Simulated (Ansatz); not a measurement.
Species: C3H7Cl, charge 0, singlet. C3H7Cl (SMILES CC(Cl)C).
B3LYP-D3(BJ)/def2-TZVP minimum from Ansatz (an electronic-structure program):
```
C
H 1 1.0889
C 1 1.5157 2 110.39
H 3 1.0891 1 111.28 2 56.03
H 3 1.0908 4 108.52 1 -122.00
H 3 1.0932 4 108.49 5 -117.56
C 1 1.5157 2 110.39 3 -126.37
H 7 1.0891 1 111.28 2 -56.03
H 7 1.0908 8 108.52 1 122.00
H 7 1.0932 8 108.49 9 117.56
Cl 1 1.8287 2 103.80 3 116.81
```
Charge 0, spin multiplicity 1.

Total energies in hartree (Ansatz). UHF or UKS for unpaired electrons; spin-orbit terms are left out. Cores are frozen in correlated methods. No relativity. Where a partner has so few electrons that a lower coupled-cluster level is exact, that level stands in.

```tsv
species	HF/cc-pV(T+d)Z	CCSD(T)/cc-pV(T+d)Z	HF/cc-pV(Q+d)Z	CCSD(T)/cc-pV(Q+d)Z	CCSD(T)/cc-pV(D+d)Z	CCSDT(Q)/cc-pV(D+d)Z
1: C3H7Cl (2-chloropropane, SMILES CC(C)Cl)	-577.25060	-578.05548	-577.26180	-578.11493	-577.85077	-577.85283
2: C (triplet)	-37.69157	-37.78076	-37.69331	-37.78654	-37.76038	-37.76071
3: Cl (doublet)	-459.48556	-459.67356	-459.48916	-459.69449	-459.60403	-459.60445
4: H (doublet)	-0.49981	-0.49981	-0.49995	-0.49995	-0.49928	-0.49928
```

### Question
Work out the atomisation energy (electronic, to ground-state atoms) in kcal/mol: take Hartree-Fock from cc-pV(Q+d)Z, extrapolate the CCSD(T) correlation energy as X^-3 (X = 3, 4), and add CCSDT(Q) - CCSD(T) in cc-pV(D+d)Z. 1 hartree = 627.51 kcal/mol.

### Answer

Species 1: correlation (64·(-0.85313) - 27·(-0.80488))/37 = -0.88834; step -0.00206; E1 = -577.26180 + (-0.88834) + (-0.00206) = -578.15220
Species 2: correlation (64·(-0.09323) - 27·(-0.08919))/37 = -0.09618; step -0.00033; E2 = -37.69331 + (-0.09618) + (-0.00033) = -37.78982
Species 3: correlation (64·(-0.20533) - 27·(-0.18800))/37 = -0.21798; step -0.00042; E3 = -459.48916 + (-0.21798) + (-0.00042) = -459.70756
Species 4: correlation (64·(0.00000) - 27·(0.00000))/37 = 0.00000; step +0.00000; E4 = -0.49995 + (0.00000) + (+0.00000) = -0.49995
-1·E1 +3·E2 +1·E3 +7·E4 = 1.57553 hartree = 988.7 kcal/mol.
